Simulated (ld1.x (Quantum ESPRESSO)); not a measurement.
## Which change was made? (C, TM)

- Element: carbon (C)
- Generator: ld1.x (Quantum ESPRESSO) 7.5
- Type: norm-conserving Troullier–Martins (Kleinman–Bylander form)
- Functional: LDA (PZ)
- Relativity: scalar-relativistic
- Frozen core: [He]
- Valence charge: 4
- Reference configuration: 2s2 2p2
- Partial waves: 2p (bound): rc 1.40 bohr; 3d channel at 0.2 Ry: rc 1.20 bohr; 2s (bound): rc 0.85 bohr
- Local potential: the s channel
- Core correction: none

Cutoffs, loose and tight: the cutoffs (Ry, on a coarse ladder) from which the occupation-weighted sum of valence levels, in a spherical-Bessel basis at the reference potential, stays within 10 and 1 mRy of its value at 400 Ry. They do not see the model core or the augmentation charge, which bear on the density cutoff. Test errors are all-electron minus pseudo excitation energies from the reference, over the configurations 2s2 2p1; 2s2 2p0; 2s1 2p0; 2s0 2p4; 2s1 2p3; 2s2 2p2.3; 2s1 2p2 (two spin-polarised tests are not counted in the largest error); variants that change the core or the reference have their own tests. The largest error is taken over the tests solved by every variant that gives reliable tests at all, those not shown here included: 2s0 2p4; 2s1 2p0; 2s1 2p2; 2s1 2p3; 2s2 2p0; 2s2 2p1.

The base gives: outcome: generated; cutoff, loose: 80 Ry; cutoff, tight: 180 Ry; bound ghosts: none; largest test error (meV): +374.

After one change the result is: outcome: generated; cutoff, loose: 110 Ry; cutoff, tight: 230 Ry; bound ghosts: none; largest test error (meV): +358. Which change was it?
A. all radii scaled by about 0.92 (s 0.78, p 1.28, d 1.10 bohr)
B. all radii scaled by about 1.37 (s 1.16, p 1.92, d 1.64 bohr)
C. all radii scaled by about 1.22 (s 1.04, p 1.72, d 1.46 bohr)
D. all radii scaled by about 0.77 (s 0.66, p 1.08, d 0.92 bohr)

A. The others give: all radii scaled by about 0.77 (s 0.66, p 1.08, d 0.92 bohr) → outcome: generated; cutoff, loose: 200 Ry; cutoff, tight: 230 Ry; bound ghosts: none; largest test error (meV): +376 | all radii scaled by about 1.22 (s 1.04, p 1.72, d 1.46 bohr) → outcome: generated; cutoff, loose: 40 Ry; cutoff, tight: 90 Ry; bound ghosts: none; largest test error (meV): +491 | all radii scaled by about 1.37 (s 1.16, p 1.92, d 1.64 bohr) → outcome: generated; cutoff, loose: 35 Ry; cutoff, tight: 90 Ry; bound ghosts: none; largest test error (meV): +643.
